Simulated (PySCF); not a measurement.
Molecule (SMILES): O=BF.
Geometry (B3LYP-D3(BJ)/def2-TZVP, fixed):
```
B
O 1 1.2071
F 1 1.2860 2 180.00
```
Charge 0, spin multiplicity 1.

Basis-set convergence of the mean static polarisability at HF with PySCF. All functions are spherical. Density fitting with generated auxiliary sets. No added dispersion term, no relativity. Reference: the value in d-aug-cc-pVTZ, 14.96 bohr³, itself unsure by roughly 0.2 % (its mean distance from aug-pcseg-3, aug-cc-pVQZ, aug-pcseg-2). Deviations are taken from unrounded values. Cost is core time over that of aug-pcseg-2, rough, on shared machines of one kind; a dash marks a row that isn't timed (too short, read off another run, short of memory, by another algorithm or on other hardware).

```tsv
basis	functions	cost
pcseg-0	27	-
pcseg-1	42	-
aug-pcseg-1	69	-
pcseg-2	90	0.4×
aug-pcseg-2	138	1×
pcseg-3	180	3×
aug-pcseg-3	255	8×
```

### Question
Which is the smallest pcseg set listed that can be trusted to 5 % here, that is, within that of the reference together with its larger relatives (same family, alike in diffuse functions; a set with none to test it counts only in the reference's own line)?

### Answer
The smallest set listed that lies within 5 % of the reference with all its larger relatives (same family, alike in diffuse functions; a set with none counts only in the reference's own line) is aug-pcseg-1 (69 functions, -1.0 % off). Inside, with no larger relative to test it: pcseg-3. Value minus reference over the reference: pcseg-0 -39.4, pcseg-1 -27.3, aug-pcseg-1 -1.0, pcseg-2 -13.0, aug-pcseg-2 -0.4, pcseg-3 -2.7, aug-pcseg-3 -0.1 %.
